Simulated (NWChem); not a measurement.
Species: CaF cation; SMILES [Ca+][F]

Program: NWChem. Pople sets run with spherical d functions. Coordinates come from a B3LYP/6-31G* (spherical d) optimisation. Level: PBE0/6-31+G*; rows give the wavelength of the field.

Question: Among these, which field gives the highest value of “isotropic polarisability (bohr³)”?
A. static
B. 1065 nm
C. 589 nm

Answer: C, 589 nm. Values: static 11.0; 1065 nm 11.2; 589 nm 11.8
